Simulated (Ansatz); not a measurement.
Stretching the Ge1–H2 bond in GeH (multiplicity 2 held). Energies count from the point at 1.606 Å.


Signs of static correlation in cc-pVTZ, with CASSCF(5,5), from Ansatz (an electronic-structure program) runs.

```json
[
 {"R (Å)": "1.285", "T1 of restricted CCSD": "0.019", "⟨S²⟩ of UHF": "0.765", "largest double amplitude of restricted CCSD": "0.083", "weight of the CASSCF reference in MRCISD": "0.957", "CASSCF natural occupations": "1.99 1.94 1.00 0.06 0.02"},
 {"R (Å)": "1.446", "T1 of restricted CCSD": "0.020", "⟨S²⟩ of UHF": "0.765", "largest double amplitude of restricted CCSD": "0.075", "weight of the CASSCF reference in MRCISD": "0.956", "CASSCF natural occupations": "1.98 1.94 1.00 0.06 0.02"},
 {"R (Å)": "1.606", "T1 of restricted CCSD": "0.020", "⟨S²⟩ of UHF": "0.765", "largest double amplitude of restricted CCSD": "0.064", "weight of the CASSCF reference in MRCISD": "0.956", "CASSCF natural occupations": "1.98 1.94 1.00 0.05 0.03"},
 {"R (Å)": "1.767", "T1 of restricted CCSD": "0.021", "⟨S²⟩ of UHF": "0.764", "largest double amplitude of restricted CCSD": "0.083", "weight of the CASSCF reference in MRCISD": "0.955", "CASSCF natural occupations": "1.97 1.94 1.00 0.05 0.04"},
 {"R (Å)": "1.928", "T1 of restricted CCSD": "0.024", "⟨S²⟩ of UHF": "0.766", "largest double amplitude of restricted CCSD": "0.109", "weight of the CASSCF reference in MRCISD": "0.954", "CASSCF natural occupations": "1.97 1.92 1.00 0.06 0.05"},
 {"R (Å)": "2.169", "T1 of restricted CCSD": "___", "⟨S²⟩ of UHF": "0.939", "largest double amplitude of restricted CCSD": "0.155", "weight of the CASSCF reference in MRCISD": "0.954", "CASSCF natural occupations": "1.96 1.89 1.00 0.10 0.04"},
 {"R (Å)": "2.410", "T1 of restricted CCSD": "___", "⟨S²⟩ of UHF": "1.304", "largest double amplitude of restricted CCSD": "0.210", "weight of the CASSCF reference in MRCISD": "0.954", "CASSCF natural occupations": "1.96 1.83 1.00 0.16 0.04"},
 {"R (Å)": "2.811", "T1 of restricted CCSD": "0.077", "⟨S²⟩ of UHF": "1.591", "largest double amplitude of restricted CCSD": "0.320", "weight of the CASSCF reference in MRCISD": "0.954", "CASSCF natural occupations": "1.96 1.67 1.00 0.32 0.04"},
 {"R (Å)": "3.213", "T1 of restricted CCSD": "0.169", "⟨S²⟩ of UHF": "1.697", "largest double amplitude of restricted CCSD": "0.400", "weight of the CASSCF reference in MRCISD": "0.954", "CASSCF natural occupations": "1.96 1.46 1.00 0.54 0.04"},
 {"R (Å)": "3.695", "T1 of restricted CCSD": "0.356", "⟨S²⟩ of UHF": "1.741", "largest double amplitude of restricted CCSD": "0.228", "weight of the CASSCF reference in MRCISD": "0.954", "CASSCF natural occupations": "1.97 1.25 1.00 0.75 0.04"},
 {"R (Å)": "4.337", "T1 of restricted CCSD": "0.473", "⟨S²⟩ of UHF": "1.757", "largest double amplitude of restricted CCSD": "0.113", "weight of the CASSCF reference in MRCISD": "0.954", "CASSCF natural occupations": "1.97 1.11 1.00 0.89 0.03"},
 {"R (Å)": "5.140", "T1 of restricted CCSD": "0.515", "⟨S²⟩ of UHF": "1.760", "largest double amplitude of restricted CCSD": "0.125", "weight of the CASSCF reference in MRCISD": "0.955", "CASSCF natural occupations": "1.97 1.04 1.00 0.96 0.03"},
 {"R (Å)": "6.425", "T1 of restricted CCSD": "0.523", "⟨S²⟩ of UHF": "1.761", "largest double amplitude of restricted CCSD": "0.127", "weight of the CASSCF reference in MRCISD": "0.955", "CASSCF natural occupations": "1.97 1.01 1.00 0.99 0.03"}
]
```

**Question.** Fill in the missing entries.

**Answer.** 
- 2.169, T1 of restricted CCSD: 0.030
- 2.410, T1 of restricted CCSD: 0.041

Doubts at one or more of the structures used: a restricted determinant that unrestricted orbitals would lower (RO-CCSD(T)/cc-pVTZ); T1 above 0.05 (RO-CCSD(T)/cc-pVTZ, U-CCSD(T)/cc-pVTZ); other coupled-cluster roots lie near (RO-CCSD(T)/cc-pVTZ); a spin-contaminated determinant (U-CCSD(T)/cc-pVTZ).
